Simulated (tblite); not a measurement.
Species: C4H13AlN2Si2.
SMILES with atom numbers: `[CH2:1]=[C:2]([CH3:3])[AlH:4][N:5]1[SiH2:6][CH2:7][NH:8][SiH2:9]1` (hydrogens: H10, H11 on C1; H12, H13, H14 on C3; H15 on Al4; H16, H17 on Si6; H18, H19 on C7; H20 on N8; H21, H22 on Si9)

Geometry (GFN2-xTB, Å), atoms numbered from 1 in this order:
```xyz
22
C4H13AlN2Si2 angstrom
C     -3.5247    1.4166    0.0791
C     -2.5849    0.4820    0.2220
C     -2.9242   -0.9613    0.4684
Al    -0.7752    1.2751    0.0111
N      0.7824    0.3594   -0.0396
Si     1.0421   -1.2913   -0.5167
C      2.9495   -1.3381   -0.5444
N      3.4009   -0.0730   -0.0080
Si     2.2954    1.1742    0.3578
H     -3.2328    2.4484   -0.0902
H     -4.5899    1.2273    0.1244
H     -2.6430   -1.2331    1.4866
H     -3.9894   -1.1556    0.3358
H     -2.3525   -1.6006   -0.2055
H     -0.7134    2.8096   -0.1534
H      0.5206   -2.2464    0.4727
H      0.4761   -1.5538   -1.8491
H      3.3443   -2.1626    0.0587
H      3.3356   -1.4827   -1.5601
H      4.3993    0.0435    0.0316
H      2.4725    2.3724   -0.4746
H      2.3011    1.5094    1.7924
```

Computed with GFN2-xTB (tblite): harmonic, unscaled wavenumbers at the GFN2-xTB geometry, gas phase. Errors from tens to a few hundred cm⁻¹ against measured bands are possible. Modes of hydrogen on aluminium and silicon can be 10 to 20 % off. One conformer, not necessarily the lowest. The optimisation stopped once no atom felt more than 0.01 eV/Å.

Lowest wavenumbers of the output (negative numbers stand for imaginary wavenumbers):
```
mode    cm-1
  1     -43.2
  2      16.6
  3      28.0
  4      46.3
  5      61.1
  6      94.1
  7     102.7
  8     162.5
```

Is this structure a minimum?

Not by this Hessian. 1 mode is imaginary beyond 20i (43i cm⁻¹), so at this level the point lies at or near a first-order saddle. The curvature is small, so loose convergence or finite differences may be the whole cause.

Which atoms move in the imaginary mode?

43i: N8 (silicon-bound nitrogen) 59 %. These are shares of the mass-weighted motion.

What is the remedy?

Step along that mode in both directions, optimise again with tighter thresholds and repeat the frequencies. The zero-point energy of this point (97.1 kcal/mol) counts the 59 real modes alone, and thermal corrections from it aren't those of a minimum.

Hardware: Arm Neoverse N1, one thread, on a shared host. Cost: 2.4 s of wall time. This covers the Hessian and the dipole derivatives.
